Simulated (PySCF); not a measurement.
Species: C6H7NS.
Structure used (PBE0-D3(BJ)/def2-SVP), in Å, numbered top down from 1:
```xyz
15
C6H7NS angstrom
C      2.964   -0.185    0.054
S      1.944    1.277    0.301
C      0.331    0.592    0.126
C     -0.770    1.457    0.265
C     -2.041    0.921    0.130
C     -2.183   -0.444   -0.135
C     -1.026   -1.205   -0.253
N      0.203   -0.704   -0.126
H      4.004    0.154    0.153
H      2.798   -0.612   -0.943
H      2.740   -0.947    0.811
H     -0.617    2.518    0.473
H     -2.919    1.563    0.232
H     -3.166   -0.904   -0.248
H     -1.087   -2.279   -0.462
```

Computed with PySCF 2.14.0, density-fitted response routines, TDDFT wB97X-D/def2-SVPD, vertical, gas phase, core orbitals frozen in the response.

```csv
state,E (eV),E (hartree),f,symmetry,"main configurations (H = HOMO, L = LUMO)"
S1,4.81,0.1768,0.068,A′,H→L (91%)
S2,5.26,0.1933,0.0029,A″,H-1→L (97%)
S3,5.29,0.1942,0.267,A′,H→L+1 (95%)
S4,5.54,0.2037,0.0002,–,H-1→L+1 (98%)
S5,5.67,0.2084,0.0001,–,"H→L+2 (72%), H→L+9 (10%)"
S6,6.41,0.2354,0.026,A″,"H→L+3 (73%), H→L+4 (13%)"
S7,6.58,0.2420,0.016,A′,"H-2→L+1 (32%), H-3→L (28%), H-2→L (24%)"
S8,6.86,0.2520,0.0022,A″,"H→L+4 (73%), H→L+3 (12%)"
S9,6.94,0.2549,0.164,A′,"H-2→L (51%), H-2→L+1 (20%), H-3→L (13%)"
S10,7.39,0.2715,0.0011,–,"H→L+5 (33%), H→L+6 (17%), H→L+9 (16%)"
```

Triplets, Tamm–Dancoff:

```json
{"state": "T1", "E (eV)": "3.92", "λ (nm)": "316.3", "main configurations (H = HOMO, L = LUMO)": "H→L+1 (79%)"}
{"state": "T2", "E (eV)": "4.01", "λ (nm)": "309.3", "main configurations (H = HOMO, L = LUMO)": "H→L (88%)"}
{"state": "T3", "E (eV)": "4.66", "λ (nm)": "266.0", "main configurations (H = HOMO, L = LUMO)": "H-1→L (94%)"}
{"state": "T4", "E (eV)": "5.02", "λ (nm)": "247.1", "main configurations (H = HOMO, L = LUMO)": "H-2→L (63%), H-3→L (26%), H→L+1 (8%)"}
```

The lowest singlet comes at 258 nm (464 kJ/mol) in the ultraviolet; it is of moderate strength; its leading configuration is HOMO→LUMO (91%). The strongest level in the table is S3 at 5.29 eV (235 nm, f = 0.267). Löwdin shares by element: HOMO sulfur 47%, carbon 28% or more (atoms not listed hold the other 25%); LUMO carbon 53% or more, nitrogen 20% (atoms not listed hold the other 27%). Of the 10 states listed, 5 reach f = 0.01 and 2 stay under 0.0005. The listed states span 2.58 eV, and the widest gap between neighbours is 0.74 eV (S5 to S6). Orbital energies (eV): HOMO-3 -10.50, HOMO-2 -10.15, HOMO-1 -9.52, HOMO -8.02, LUMO 0.86, LUMO+1 1.15, LUMO+2 2.20. All these states lie below the vertical ionisation energy of 8.19 eV (ΔSCF). Symmetry labels in Cs follow from the direction of the transition dipole and are given only for states with f of 0.002 or more. Singlets were solved by full linear response, triplets in the Tamm–Dancoff approximation.

On one thread of an Arm Neoverse V2 (shared host), this took 84 s wall.

One conformer stands for the species.
